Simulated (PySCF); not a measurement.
Computed with PBE0 in PySCF with W def2-SVP with ECP60, N def2-SVP, F def2-SVP; scalar-relativistic core potentials, no spin–orbit coupling; density-fitted integrals. Open shells, if any, are unrestricted.

What shape and geometry does isolated singlet WNF3 take (every ligand bound to W)?

Formally W is in oxidation state +6, d0. The polar-tensor charge on W, 2.30, is far below the formal one. The lowest minimum found is a singlet of C3v symmetry with W–F 1.860 Å (×3), W–N 1.651 Å; F–W–F 114.6° (×3), F–W–N 103.7° (×3). Its harmonic wavenumbers are 164 (e), 227 (a1), 336 (e), 715 (a1), 719 (e), 1197 (a1) cm⁻¹ and its dipole moment is 2.17 D.

Stability towards spin polarisation was not tested. Other isomers or separated fragments may lie lower. With an element this heavy the missing spin–orbit coupling can shift these numbers.
